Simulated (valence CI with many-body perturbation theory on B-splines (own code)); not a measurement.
**E1 transitions of Te**

Method: configuration interaction combined with many-body perturbation theory (CI+MBPT): six valence electrons over a frozen Dirac-Fock core [Kr] 4d10, a basis of 9 s, 9 p, 8 d, 6 f, 3 g, 1 h functions for each j, with the one-electron correlation potential Σ1, the two-electron term Σ2, the three-electron term Σ3, Breit, model QED; selected CI, second order for the rest, scaled by the run's own slope (own B-spline code, finite nucleus).

Set against measurement, 23 paired levels are off by 166 cm⁻¹ on average, the worst by 300. These come from a selection out of the NIST Handbook of Basic Atomic Spectroscopic Data. Levels without a partner in it may be off by more. Among the levels kept, up to 1400 cm⁻¹ of a level comes from second order outside the variational space, and about a tenth of that is noise between levels of different J, which matters for small intervals.

Lines 1 to 50 of 88 in falling wavelength, among levels below 61702 cm⁻¹, chosen from the strongest by gf and those to the six lowest levels. Wavelengths and rates use the calculated energies, so an error of 200 cm⁻¹ moves a line at 36580 Å by 7.3 % and its rate by three times that or more. Electric multipoles are in the length gauge, E1 and E2 with the static RPA response of the core. Weak lines are less certain than strong ones. Lines between different terms over intervals too small for the method are left out, as are lines whose strength nearly cancels. The highest levels of a list are the least certain.

Names give the largest LS component (configuration and term), which can be under half, so a name can repeat, a term be missing and a line seem to break the LS rules; names also repeat where a configuration has a term twice.

```tsv
λ vac (Å)	λ from measured levels	Upper	Lower	A (s⁻¹)	S (a.u.)
40360		5s2 5p3 6s 3D°_3	5s2 5p3 6p 5P_3	1.58e+04	3.60e+00
36580	38780	5s2 5p3 6s 1D°_2	5s2 5p3 6p 5P_3	4.21e+02	5.08e-02
36490		5s2 5p3 6s 3D°_3	5s2 5p3 6p 5P_2	1.65e+04	2.77e+00
34010	34190	5s2 5p3 5d 3D°_2	5s2 5p3 6p 3P_2	1.48e+05	1.43e+01
33370	34300	5s2 5p3 6s 1D°_2	5s2 5p3 6p 5P_2	1.03e+03	9.42e-02
32740	34050	5s2 5p3 5d 3D°_1	5s2 5p3 6p 3P_0	7.79e+05	4.05e+01
32560	33850	5s2 5p3 6s 1D°_2	5s2 5p3 6p 5P_1	2.16e+03	1.84e-01
31670	32490	5s2 5p3 5d 3D°_1	5s2 5p3 6p 3P_2	5.81e+04	2.73e+00
31440	31650	5s2 5p3 5d 3D°_3	5s2 5p3 6p 3P_2	1.49e+06	1.60e+02
30380	30900	5s2 5p3 5d 3D°_2	5s2 5p3 6p 3P_1	6.40e+05	4.43e+01
28500	29500	5s2 5p3 5d 3D°_1	5s2 5p3 6p 3P_1	6.98e+05	2.39e+01
24090	24650	5s2 5p3 5d 3D°_2	5s2 5p3 6p 5P_3	4.56e+02	1.57e-02
22780	23300	5s2 5p3 5d 3D°_3	5s2 5p3 6p 5P_3	1.24e+04	5.08e-01
22660	22760	5s2 5p3 5d 3D°_2	5s2 5p3 6p 5P_2	3.90e+04	1.12e+00
22280	22560	5s2 5p3 5d 3D°_2	5s2 5p3 6p 5P_1	5.61e+04	1.53e+00
21600	21990	5s2 5p3 5d 3D°_1	5s2 5p3 6p 5P_2	1.05e+04	1.56e-01
21490	21610	5s2 5p3 5d 3D°_3	5s2 5p3 6p 5P_2	1.93e+05	6.62e+00
21260	21810	5s2 5p3 5d 3D°_1	5s2 5p3 6p 5P_1	5.48e+04	7.80e-01
21130		5s2 5p3 7s 5S°_2	5s2 5p3 6p 3P_2	3.04e+05	7.07e+00
19670		5s2 5p3 7s 5S°_2	5s2 5p3 6p 3P_1	1.05e+05	1.98e+00
19380		5s2 5p3 7s 3S°_1	5s2 5p3 6p 3P_0	1.17e+06	1.26e+01
19000		5s2 5p3 7s 3S°_1	5s2 5p3 6p 3P_2	6.23e+06	6.32e+01
17810		5s2 5p3 7s 3S°_1	5s2 5p3 6p 3P_1	4.78e+06	4.00e+01
16830		5s2 5p3 7s 5S°_2	5s2 5p3 6p 5P_3	7.03e+06	8.26e+01
16110		5s2 5p3 7s 5S°_2	5s2 5p3 6p 5P_2	5.09e+06	5.25e+01
15920		5s2 5p3 7s 5S°_2	5s2 5p3 6p 5P_1	3.03e+06	3.02e+01
14840		5s2 5p3 7s 3S°_1	5s2 5p3 6p 5P_2	5.39e+05	2.61e+00
14680		5s2 5p3 7s 3S°_1	5s2 5p3 6p 5P_1	2.04e+05	9.56e-01
13620	13320	5s2 5p3 6p 5P_1	5s2 5p3 6s 3S°_1	5.14e+05	1.92e+00
13480	13250	5s2 5p3 6p 5P_2	5s2 5p3 6s 3S°_1	1.00e+06	6.07e+00
11710	11490	5s2 5p3 6p 3P_1	5s2 5p3 6s 3S°_1	1.78e+07	4.25e+01
11250	11090	5s2 5p3 6p 3P_2	5s2 5p3 6s 3S°_1	1.84e+07	6.46e+01
11120	10920	5s2 5p3 6p 3P_0	5s2 5p3 6s 3S°_1	1.94e+07	1.32e+01
10200	10090	5s2 5p3 6p 5P_1	5s2 5p3 6s 5S°_2	2.34e+07	3.68e+01
10120	10050	5s2 5p3 6p 5P_2	5s2 5p3 6s 5S°_2	2.31e+07	5.90e+01
9858	9725	5s2 5p3 6p 5P_3	5s2 5p3 6s 5S°_2	2.69e+07	8.91e+01
9089	9007	5s2 5p3 6p 3P_1	5s2 5p3 6s 5S°_2	1.43e+06	1.58e+00
8808	8761	5s2 5p3 6p 3P_2	5s2 5p3 6s 5S°_2	2.96e+06	4.99e+00
4270	4264	5s2 5p3 6s 3S°_1	5s2 5p4 1S_0	1.98e+03	2.29e-04
3172	3176	5s2 5p3 6s 3D°_1	5s2 5p4 1S_0	8.36e+05	3.95e-02
3074	3062	5s2 5p3 5d 5D°_1	5s2 5p4 1S_0	5.23e+04	2.25e-03
2980	2968	5s2 5p3 6s 5S°_2	5s2 5p4 1D_2	4.57e+03	2.99e-04
2820	2813	5s2 5p3 5d 3D°_1	5s2 5p4 1S_0	2.05e+05	6.81e-03
2777	2770	5s2 5p3 6s 3S°_1	5s2 5p4 1D_2	1.19e+06	3.77e-02
2662		5s2 5p3 7s 3S°_1	5s2 5p4 1S_0	4.10e+03	1.15e-04
2535	2531	5s2 5p3 6s 5S°_2	5s2 5p4 3P_1	7.49e+05	3.01e-02
2386	2387	5s2 5p3 6s 3S°_1	5s2 5p4 3P_1	8.28e+07	1.67e+00
2385	2384	5s2 5p3 6s 3S°_1	5s2 5p4 3P_0	4.17e+07	8.38e-01
2267	2260	5s2 5p3 6s 5S°_2	5s2 5p4 3P_2	1.19e+07	3.43e-01
2266	2266	5s2 5p3 6s 3D°_1	5s2 5p4 1D_2	1.86e+07	3.21e-01
```
